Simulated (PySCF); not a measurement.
Electron correlation in O³⁺ (oxygen, charge +3)

[He] 2s2 2p1, 2P determinant. All numbers are calculated (PySCF 2.14, scalar relativity by spin-free X2C-1e, in aug-cc-pVDZ-DK (4s3p2d, 23 functions)). Frozen: 1s2; 3 electrons correlated.

MP2 pair energies summed by pair of shells (mhartree):

```
 pair  energy  share (%)
2s-2s  -33.80       66.6
2s-2p  -16.97       33.4
```

Total MP2 correlation energy: -50.77 mhartree.

Same-spin part -2.33 and opposite-spin part -48.44 mhartree; SCS-MP2 scales them by 1/3 and 6/5 to -58.91 mhartree.
